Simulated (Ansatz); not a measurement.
Species: MoCl2 (charge 0, quintet). The spin state was set by rule; other spins were not relaxed. SMILES: [Cl][Mo][Cl]
Structure (B3LYP-D3(BJ)/def2-TZVP (Ansatz, an electronic-structure program) minimum search):
```xyz
3

Mo    -0.0052    -0.0677     0.4134
Cl     2.0820     0.0580    -0.4887
Cl    -2.0691     0.1093    -0.5326
```
Charge 0, spin multiplicity 5.

Quantity: vertical electron affinity (to the sextet state of charge -1; a negative value means that the extra electron is unbound and the number depends on the basis; each state is the SCF solution reached for its spin), in eV. Correlated levels leave the core frozen unless marked. UHF or UKS for open shells. Spin-orbit coupling is left out. The frozen core is the preceding noble-gas configuration, with the filled d and f shells of earlier blocks. Past Kr the def2 sets carry scalar-relativistic core potentials. Anions need diffuse functions: def2-D sets add few. CBS marks a two-point X^-3 extrapolation of the correlation energy; Hartree-Fock from the larger set. The bracket is a focal-point correction in the basis named.

```
level                                                        program  vertical electron affinity (eV)
-----------------------------------------------------------  -------  -------------------------------
SVWN5/def2-TZVPD                                              Ansatz                             1.82
B3LYP/def2-TZVPD                                              Ansatz                             1.67
wB97X/def2-TZVPD                                              Ansatz                             1.55
RI-MP2/CBS(def2-TZVPPD,def2-QZVPPD)                           Ansatz                             1.84
CCSD(T)/def2-TZVPPD                                           Ansatz                             1.68
RI-MP2/CBS(def2-TZVPPD,def2-QZVPPD)+[CCSD(T)-MP2]/def2-SVPD   Ansatz                             1.77
```
